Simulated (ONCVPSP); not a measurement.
**La (Z = 57), ONCV: configuration errors across variants**

ONCVPSP 4.0.1 input, shortened (lines: element, Z, core and valence counts, functional; n l f; lmax; l rc ep ncon nbas qcut; lloc lpopt rc5 dvloc0; l nproj debl; icmod fcfact rcfact), PBEsol, scalar-relativistic:

```
  La 57.00    9    4  -116133      upf
    1    0    2.00
    2    0    2.00
    2    1    6.00
    3    0    2.00
    3    1    6.00
    3    2   10.00
    4    0    2.00
    4    1    6.00
    4    2   10.00
    5    0    2.00
    5    1    6.00
    5    2    1.00
    6    0    1.00
    3
    0    2.30    0.00    4    8    4.10
    1    2.10    0.00    4    7    4.50
    2    3.05    0.00    5    9    4.40
    3    2.10    0.11    4    7    4.80
    3    5    2.10    0.00
    0    2    1.70
    1    2    1.20
    2    2    0.90
    3    0    2.80
    4    0.55    0.00
```

In the f channel the program set the typed energies aside and used -0.376 Ha.

All-electron excitation energies from the reference (eV): (1) 5s2 5p6 5d1 6s2 -6.000; (2) 5s2 5p6 5d1 6s0 10.848; (3) 5s2 5p6 5d0 6s0 29.756; (4) 5s2 5p6 5d2 6s0 0.056.

2 further variants failed, have other tests or another functional or relativity, and are left out.

A true bound ghost makes a file unfit for plane-wave use even where its test errors are small: the radial tests pick states by their node count and pass the ghost by.

Errors AE − PS in meV (a dash: test not solved or not reliable):

| change | (1) | (2) | (3) | (4) | bound ghosts | GHOST(+) flags above zero |
| --- | --- | --- | --- | --- | --- | --- |
| base | +0.2 | -3.5 | -0.3 | -9.7 | s, p | d |
| d: rc 4.44 | +0.1 | -4.9 | +37 | +3.3 | s, p | d |
| all radii but the core radius scaled by about 0.93 (s 2.14, p 1.96, d 2.84, f 1.96 bohr) | +0.3 | -3.1 | -0.6 | -8.3 | s, p | s, d |

(1) Give the same row for: f: qcut 2.7.

Answers

(1) +0.3, -3.4, -0.2, -9.3; bound ghosts: s, p; GHOST(+) flags above zero: s, d.
